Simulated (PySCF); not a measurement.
Geometry (Å), atoms numbered from 1 in this order:
```xyz
17

C    -0.6360   -0.0647    1.3573
C    -0.4954   -0.3134    0.0676
C     0.7435   -0.9007   -0.5623
O     1.8772   -0.7453    0.2182
Si    2.8078    0.5766    0.4102
O    -1.4500   -0.0787   -0.9136
C    -2.7174    0.1717   -0.5237
F    -3.5146    0.0142   -1.5882
F    -2.8847    1.4559   -0.1180
H     0.1726   -0.3045    2.0218
H    -1.5075    0.3902    1.7909
H     0.5889   -1.9778   -0.7110
H     0.8679   -0.4383   -1.5488
H     2.0682    1.6969    0.9955
H     3.7981    0.0003    1.3033
H     3.3558    1.0094   -0.8780
H    -3.0817   -0.4797    0.2939
```

Theoretical values (PySCF 2.14.0 with density-fitted response routines): GFN2-xTB structure, shieldings: GIAO PBE0/pcSseg-1. Non-relativistic, no solvent, a single conformation, rapidly exchanging positions averaged.

Q: Predict the 2D correlation tables (HSQC, COSY, HMBC).

A: 

HSQC (one-bond C–H):
```csv
δH,δC
6.66 (H17),122.1 (C7)
4.96 (H10),93.2 (C1)
4.80 (H11),93.2 (C1)
4.47 (H12/H13),67.5 (C3)
```

COSY cross peaks (H two or three bonds apart, from the bond graph; peaks can be absent where the dihedral angle is near 90°):
```csv
δH,δH
4.96 (H10),4.80 (H11)
```

HMBC (two and three bonds, from the bond graph):
```csv
δH,δC
6.66 (H17),165.0 (C2)
4.96 (H10),"165.0 (C2), 67.5 (C3)"
4.90 (H14/H15/H16),67.5 (C3)
4.80 (H11),"165.0 (C2), 67.5 (C3)"
4.47 (H12/H13),"165.0 (C2), 93.2 (C1)"
```

Referencing at the same level of theory: 1H, 13C against TMS.

Short H···H contacts in this conformer between protons four or more bonds apart (candidates for NOE cross peaks, intensity ∝ r⁻⁶): H11···H17 2.34 Å.

Shifts are as computed. Against solution values, carbons near 30 ppm lie about +3 ppm off and those near 130 ppm about +5 ppm. Of 1309 compounds with measured shifts, 239 miss one by over three times the rms of a fit or turn the order of signals round; such compounds aren't used in these exercises.
